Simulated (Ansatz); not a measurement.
`C=C1OC[SiH2]1` → 3 C• + 6 H• + O• + Si•  (atomization)

Computed with Ansatz on PBE0-D4/def2-TZVP structures; ΔE is electronic, products minus reactants. CBS: MP2 limit from def2 TZ/QZ plus the TZ coupled-cluster correction, frozen cores. This one scheme is used for every species, atoms too. For atomizations the MP2-based limit and the directly extrapolated one differ by several kJ/mol either way, and by 10 to 25 for some Ge, Se and Sn compounds, so smaller differences from it don't rank the levels. Functionals use def2-TZVPP. HSE06 is defined as in plane-wave codes. No spin–orbit coupling; open shells (•) take unrestricted orbitals. Spin–orbit coupling would lower the free atoms: a little for C, O, Si.

`C=C1OC[SiH2]1`:

```xyz
11

C     0.547    1.993    0.037
C     0.256    0.702   -0.027
O     1.024   -0.230   -0.705
C     0.318   -1.481   -0.497
Si   -0.996   -0.575    0.532
H     1.424    2.405   -0.449
H    -0.100    2.662    0.587
H     0.011   -1.901   -1.457
H     0.965   -2.194    0.018
H    -2.373   -0.493   -0.021
H    -1.076   -0.887    1.983
```

| level | ΔE (eV) | difference from CCSD(T)/CBS |
| --- | --- | --- |
| B97M-V | 44.34 | 0.17 |
| PBE0-D4 | 44.47 | 0.30 |
| HSE06-D4 | 44.51 | 0.34 |
| CAM-B3LYP-D4 | 44.40 | 0.23 |
| revPBE | 43.55 | -0.62 |
| r2SCAN | 44.37 | 0.20 |
| PBE0 | 44.28 | 0.11 |
| r2SCANh | 44.04 | -0.13 |
| r2SCAN0 | 43.57 | -0.60 |
| HSE06 | 44.33 | 0.16 |
| BHLYP | 42.50 | -1.67 |
| CAM-B3LYP | 44.20 | 0.03 |
| LC-ωPBE | 44.20 | 0.03 |
| CCSD/def2-SVP | 41.28 | -2.89 |
| CCSD(T)/def2-SVP | 41.83 | -2.34 |
| SCS-MP2/def2-TZVPP | 43.55 | -0.62 |
| CCSD(T)/CBS | 44.17 | 0 |

Question: What do rigid-rotor, harmonic-oscillator terms from PBE0-D4/def2-TZVP frequencies (298.15 K, 1 bar) make of the CCSD(T)/CBS value? (An estimate is asked.)

Answer: The calculation gave: ΔZPE = -2.18 eV, ΔH = +42.52 eV, ΔS = 1180 J/(mol·K), ΔG = +38.87 eV. Open shells count their whole term as degenerate.

Largest T1 diagnostic among the species: 0.014.

From PBE to PBE0 (25 % exact exchange), in def2-TZVPP and without D4, ΔE moves by −0.90 eV: exact exchange takes away binding that semilocal exchange gives to molecules. Leaving LDA and LC-ωPBE aside and taking each functional with its dispersion term where it has one, the values, not all of them listed here, spread over 2.63 eV, from BHLYP-D4 to PBE-D4. LDA lies +5.90 eV from PBE without D4, its usual overbinding.
